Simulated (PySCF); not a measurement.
PySCF input for 1-(chloromethyl)-1-fluorocyclopropane (C4H6ClF), SMILES FC1(CCl)CC1, SMD-M06-2X/6-31G*. Geometry: PBE-D3(BJ)/def2-SVP. The values are those of a single conformer.

```python
import numpy as np
from pyscf import gto, scf, dft
from pyscf.solvent import smd

mol = gto.M(
    atom='''
    F    -0.61343300    0.76377502    1.39285146
    C    -0.65465710   -0.09605262    0.31881075
    C     0.65528230   -0.79189964    0.09878702
    Cl    1.93033649    0.32338153   -0.53530354
    C    -1.95542167   -0.82536817    0.09765031
    C    -1.53435349    0.30875108   -0.82428635
    H     1.03100272   -1.20797755    1.05363466
    H     0.54117351   -1.61250440   -0.63384860
    H    -1.93219171   -1.86150369   -0.27507414
    H    -2.74801963   -0.61260059    0.83109798
    H    -1.19752083    0.07900160   -1.84713569
    H    -2.05436768    1.27153943   -0.70994734
    ''',
    basis='6-31G*',
    charge=0,
    spin=0,
    max_memory=1600,
    verbose=3,
)
mf = dft.RKS(mol, xc='m06-2x').density_fit(auxbasis='def2-universal-jkfit')
mf.grids.level = 4
mf.conv_tol = 1e-9
mf.max_cycle = 100
mf.kernel()
res = {}
for name in ['water', '2-propanol', 'tetrahydrofuran']:
    s = mf.SMD()
    s.with_solvent.solvent, s.with_solvent.sasa_ng = name, 194
    s.kernel(mf.make_rdm1())
    res[name] = (s.e_tot, s.with_solvent.get_cds(), s.dip_moment(), s.mo_energy, s.converged)
    print(f'SMD {name}: dG(solv) = {(s.e_tot - mf.e_tot) * 627.509474:.3f} kcal/mol, of which CDS {res[name][1] * 627.509474:.3f}')
```

It prints:

```
converged SCF energy = -715.890825358451
converged SCF energy = -715.895936379543
Dipole moment(X, Y, Z, Debye): -2.34715, -2.86866, -0.71845
SMD water: dG(solv) = -3.207 kcal/mol, of which CDS 2.919
converged SCF energy = -715.902708633391
Dipole moment(X, Y, Z, Debye): -2.32097, -2.80552, -0.70496
SMD 2-propanol: dG(solv) = -7.457 kcal/mol, of which CDS -1.740
converged SCF energy = -715.901492911792
Dipole moment(X, Y, Z, Debye): -2.26828, -2.68926, -0.68093
SMD tetrahydrofuran: dG(solv) = -6.694 kcal/mol, of which CDS -1.762
```

Self-consistency was reached.
